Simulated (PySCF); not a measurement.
# Reading the logs of faulty runs: CGeH5Si anion

All numbers below are calculated, not measured. The program is PySCF 2.14.0, an open-source quantum chemistry code, run on an isolated molecule that a program drew, which may never have been made. The molecule is CGeH5Si anion (charge -1, singlet), drawn as the SMILES string `C=[SiH][GeH2-]`.

Each row is a Hartree-Fock (HF) and frozen-core CCSD(T) single point in the aug-cc-pV(D+d)Z basis, meant for a local HF minimum. Run 1 is clean. Each other run has one planted mistake out of seven kinds, and not every kind appears here: one electron removed, one electron added, multiplicity raised by two, geometry at a saddle point, minimal basis STO-3G, one bond length entered in bohr, all coordinates scaled. The reference is restricted for singlets and unrestricted otherwise, and also for a bond in bohr. Adding or removing an electron swaps singlet and doublet. Electrons count all cores. HOMO and LUMO are orbital energies over both spins, the gradient is its largest component, and the lowest frequency (negative if imaginary) is given only where the gradient is small. Bond lengths are over the 7 bonds as drawn. T1 is the CCSD diagnostic: over 0.02 (restricted) or 0.045 (unrestricted) a single reference is doubtful. Germanium has the aug-cc-pVDZ-PP basis, with a core potential (ECP10MDF) in place of its 10 inner electrons, and its 3s, 3p and 3d shells are frozen in CCSD(T).

Geometry of the clean run:
```xyz
8
CGeH5Si anion, angstrom
C    -3.3844    0.2106   -1.3871
Si   -2.2168   -1.0530   -1.2510
Ge   -0.9185   -2.0065    0.5912
H    -3.8240    0.6917   -0.5192
H    -3.7469    0.5762   -2.3432
H    -1.8050   -1.5151   -2.6233
H    -2.0189   -1.7462    1.7114
H    -1.3694   -3.4975    0.2385
```

```
run,electrons,basis functions,<S^2>,HOMO (eV),LUMO (eV),gradient (hartree/bohr),lowest frequency (cm^-1),mean bond (Å),longest bond (Å),T1,HF (hartree),CCSD(T) (hartree),mistake
1,58,132,0.000,-2.83,3.75,4.3e-05,127,1.5769,2.447,0.0172,-623.05508,-623.48613,no fault
2,57,132,1.167,-8.03,-0.63,5.2e-02,-,1.5769,2.447,0.0522,-622.99832,-623.39021,one electron removed
3,58,132,0.000,-1.31,3.75,1.7e-05,-554,1.5257,2.245,0.0155,-623.02354,-623.45365,geometry at a saddle point
4,58,132,0.000,-2.73,3.74,1.6e-02,-,1.5422,2.393,0.0168,-623.05188,-623.47996,?
5,58,132,0.203,-2.41,2.95,2.9e-02,-,1.8880,4.624,0.0457,-622.98692,-623.41149,?
```

**Which mistake was planted in run 4, and what did it cost?**

The mean and the longest bond both change by the same factor, 0.978, and the gradient is no longer small. So the mistake is: all coordinates scaled. Subtracting run 1 and multiplying by 627.51 kcal/mol a hartree, the energy moved by 2.0 kcal/mol in HF and 3.9 kcal/mol in CCSD(T).

**Which mistake was planted in run 5, and what did it cost?**

The mean bond changes by a factor of 1.197 and the longest by 1.890, so the molecule wasn't scaled as a whole. A length L in bohr read as angstrom grows by (1/0.5292 - 1) L = 0.890 L. The 7 bonds together grew by 7 x 0.3111 = 2.178 Å, which gives L = 2.448 Å. That is bond Si2-Ge3, 2.447 Å in the clean geometry. So the mistake is: one bond length entered in bohr. Subtracting run 1 and multiplying by 627.51 kcal/mol a hartree, the energy moved by 42.8 kcal/mol in HF and 46.8 kcal/mol in CCSD(T).

Cautions from the logs. Run 2: T1 is over the limit, so its CCSD(T) energy is less reliable; run 5: T1 is over the limit, so its CCSD(T) energy is less reliable.
